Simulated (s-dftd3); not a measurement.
Br₂, charge -1, doublet, at a GFN2-xTB geometry (a state made from the parent by changing its charge; the spin is typed, not shown lowest); D3(zero) for tpss (s-dftd3).

Here is a job for s-dftd3.
```
$ s-dftd3 mol.xyz --zero tpss --json dftd3.json --noedisp --grad

# file mol.xyz
2

Br    -0.00000000    -0.00000000    -1.52077587
Br     0.00000000     0.00000000     1.52077587
```

Task: Write the output that s-dftd3 gives for this input, abridged.

Result: 
```
-----------------------------------
 s i m p l e   D F T - D 3  v1.4.0
-----------------------------------

Zero (Chai-Head-Gordon) damping: tpss-D3(0)
--------------------
  s6         1.0000
  s8         1.1050
  s9         0.0000
 rs6         1.1660
 rs8         1.0000
 alp        14.0000
--------------------

Dispersion energy:      -3.3596378215609E-04 Eh

Gradient norm:           6.1330419398826E-04 Eh/a0
--------------------------------------------------
     #    Z           dE/dx      dE/dy      dE/dz
--------------------------------------------------
     1   35 Br    0.000E+00  0.000E+00  4.337E-04
     2   35 Br    0.000E+00  0.000E+00 -4.337E-04
--------------------------------------------------

Virial:
--------------------------------------------------
      component           x          y          z
--------------------------------------------------
          x       0.000E+00  0.000E+00  0.000E+00
          y       0.000E+00  0.000E+00  0.000E+00
          z       0.000E+00  0.000E+00 -2.493E-03
--------------------------------------------------

[Info] JSON dump of results written to 'dftd3.json'
```
